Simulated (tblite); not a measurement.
Compound: C5H6F2O.
Numbering: `[CH2:1]=[C:2]([F:3])/[C:4]([F:5])=[CH:6]\[O:7][CH3:8]` (hydrogens: H9, H10 on C1; H11 on C6; H12, H13, H14 on C8)

Structure used (GFN2-xTB), in Å, numbered top down from 1:
```xyz
14
C5H6F2O angstrom
C     -3.019   -0.230   -0.126
C     -1.697   -0.339   -0.206
F     -1.147   -1.377   -0.868
C     -0.729    0.576    0.366
F     -1.281    1.626    1.031
C      0.611    0.529    0.329
O      1.302   -0.443   -0.287
C      2.706   -0.332   -0.229
H     -3.661   -0.960   -0.583
H     -3.467    0.592    0.398
H      1.168    1.318    0.824
H      3.098   -1.195   -0.762
H      3.063   -0.350    0.806
H      3.052    0.586   -0.714
```

Calculated harmonic vibrations of the isolated species, GFN2-xTB (tblite), most abundant isotopes, no scaling. The method is semi-empirical: single wavenumbers can be off by several per cent or more. One conformer, not necessarily the lowest.

Harmonic wavenumbers (cm⁻¹): 53.0, 61.6, 113.3, 142.6, 248.0, 305.1, 320.2, 341.9, 383.2, 471.3, 567.7, 598.0, 700.9, 807.4, 831.2, 858.0, 930.9, 1019.4, 1107.0, 1123.9, 1151.7, 1205.5, 1254.5, 1341.9, 1377.6, 1405.0, 1464.1, 1468.0, 1666.8, 1676.9, 2938.9, 2951.7, 3031.6, 3043.7, 3142.0, 3185.0.

A = 3453, B = 1381, C = 992.7 MHz; mass 120.039 u (most abundant isotopes); point group Cs, symmetry number 1.

**Question.** What is the zero-point energy?

**Answer.** Half the sum of the wavenumbers: 21645 cm⁻¹ = 258.93 kJ/mol.

**Question.** What is S at 298.15 K and 1 bar for an ideal gas of classical rigid rotors and harmonic oscillators?

**Answer.** Translation 168.57, rotation 119.70, vibration 104.02: S = 392.3 J/(mol K).

**Question.** And Cp and H(298.15 K) − H(0)?

**Answer.** Cp = 136.18 J/(mol K), of which vibrations give 102.92 (their classical limit is 36 R = 299.3); H(298.15 K) − H(0) = 26.01 kJ/mol without the zero-point energy, 16.09 from vibrations.

**Question.** What must be added to the electronic energy to get the Gibbs energy at 298.15 K and 1 bar?

**Answer.** ZPE + [H(298.15 K) − H(0)] − T·S = 258.93 + 26.01 − 116.96 = 167.98 kJ/mol.

**Question.** How do the functions run with temperature in this model?

**Answer.** 
```tsv
T (K)	S (J/(mol K))	Cp (J/(mol K))	H − H(0) (kJ/mol)	G − H(0) (kJ/mol)	ln q(vib)
150	316.4	89.4	9.25	-38.21	2.72
250	369.6	121.4	19.80	-72.60	4.96
400	436.5	165.4	41.39	-133.19	8.20
600	512.5	209.6	79.18	-228.30	12.30
900	606.0	250.9	148.82	-396.60	17.91
```

q(vib) and H(0) count from the zero-point level.

**Question.** Blend soft modes into free rotors: weight 1/[1 + (100 cm⁻¹/ν̃)⁴] for the oscillator and the rest for a rotor with moment μB/(μ + B), μ = h/(8π²ν), B = 10⁻⁴⁴ kg m². What vibrational entropy results?

**Answer.** 94.50 J/(mol K) in place of 104.02, which changes −T·S at 298.15 K by +2.84 kJ/mol.

**Question.** Which modes carry the vibrational entropy at 298.15 K?

**Answer.** 53.0 cm⁻¹: 19.67; 61.6 cm⁻¹: 18.43; 113.3 cm⁻¹: 13.44; 142.6 cm⁻¹: 11.58; 248.0 cm⁻¹: 7.30; 305.1 cm⁻¹: 5.81 J/(mol K); the other 30 give 27.78 together.

Hindered rotation and anharmonicity are outside this model. Other conformers, if any are populated, would add a mixing term that is left out.
